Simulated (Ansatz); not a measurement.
Pulling on the B1–O2 bond in BO (multiplicity 2 held). Energies count from the point at 1.202 Å.


Signs of static correlation in cc-pVDZ, from Ansatz (a first-principles code) runs.

| R (Å) | T1 of restricted CCSD | ⟨S²⟩ of UHF | largest double amplitude of restricted CCSD |
|---|---|---|---|
| 0.962 | 0.019 | 0.766 | 0.038 |
| 1.082 | 0.025 | 0.778 | 0.052 |
| 1.202 | 0.032 | 0.805 | 0.066 |
| 1.322 | 0.041 | 0.870 | 0.077 |
| 1.442 | … | 1.114 | 0.085 |
| 1.623 | 0.072 | 1.048 | 0.087 |
| 1.803 | 0.108 | 1.008 | 0.102 |
| 2.104 | 0.095 | 1.269 | 0.102 |
| 2.404 | … | 1.563 | 0.133 |
| 2.765 | 0.272 | 1.693 | 0.815 |
| 3.246 | 0.035 | 1.762 | 0.314 |
| 3.847 | 0.014 | 1.762 | 0.279 |
| 4.808 | 0.013 | 1.762 | 0.293 |

Problem. Some entries are withheld; supply them.

Solution. 
- 1.442, T1 of restricted CCSD: 0.051
- 2.404, T1 of restricted CCSD: 0.145

Doubts at one or more of the structures used: T1 above 0.05 (RO-CCSD(T)/cc-pVDZ, U-CCSD(T)/cc-pVDZ); a restricted determinant that unrestricted orbitals would lower (RO-CCSD(T)/cc-pVDZ); other coupled-cluster roots lie near (RO-CCSD(T)/cc-pVDZ); a spin-contaminated determinant (U-CCSD(T)/cc-pVDZ); the program's own flag: large difference (U-CCSD(T)/cc-pVDZ).
